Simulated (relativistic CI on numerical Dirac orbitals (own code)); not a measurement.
## Tl²⁺: calculation against measurement

Computed by Dirac-Coulomb-Breit CI, KLI orbitals optimised for each configuration, a model potential for QED, valence Slater integrals scaled by 0.85, P86 correlation estimate, and configurations built on the next ion tied to the tabulated ionisation energy (semi-empirical) (own radial code, finite nucleus).

CI space (outside the closed core [Xe] 4f14): 5d10 6s, 5d10 6p, 5d10 6d, 5d10 7s, 5d10 5f, 5d10 6f, 5d9 6s2, 5d8 6s 6p2, 5d9 6s 6p, 5d10 7p, 5d9 6s 5f, 5d10 8s, 5d9 6p2, 5d10 7d, 5d10 8p, 5d8 6s2 6p, 5d10 5g, 5d10 8d, 5d10 7f, 5d9 6s 7p, 5d9 6s 7s, 5d8 6s 6d2, 5d9 6s 6d, 5d9 6p 6d. Levels of other configurations are missing.

| Configuration | Term (tabulated) | J | Measured (cm⁻¹) | Computed | Error | Purity (%) |
| --- | --- | --- | --- | --- | --- | --- |
| 5d10 6s | 2S | 1/2 | 0.0 | 0 | 0 | 99 |
| 5d10 6p | 2P° | 1/2 | 64157.0 | 69161 | 5004 | 98 |
| 5d10 6p | 2P° | 3/2 | 78970.0 | 82657 | 3687 | 98 |
| 5d10 7s | 2S | 1/2 | 139209.0 | 140683 | 1474 | 100 |
| 5d10 6d | 2D | 3/2 | 145355.0 | 146505 | 1150 | 99 |
| 5d10 6d | 2D | 5/2 | 146669.0 | 147607 | 938 | 99 |
| 5d10 7d | 2D | 3/2 | 186356.0 | 187028 | 672 | 99 |
| 5d10 7d | 2D | 5/2 | 186948.0 | 187552 | 604 | 100 |

Measured levels from Moore, Atomic Energy Levels, vol. III, NSRDS-NBS 35 (1971 reprint of NBS Circular 467, 1958); pairs were made by configuration, J and term (by order where the table uses no LS term), so strongly mixed levels may be paired wrongly. The analysis dates from before 1960.

Mean error by configuration (cm⁻¹): 5d10 6p 4346; 5d10 7s 1474; 5d10 6d 1044; 5d10 7d 638. Over the excited levels the mean absolute error is 1933 cm⁻¹ (7 of the 7 excited levels that our extract of the source holds in range could be paired), and the median relative error of those above 1,000 cm⁻¹ is 0.79 %.
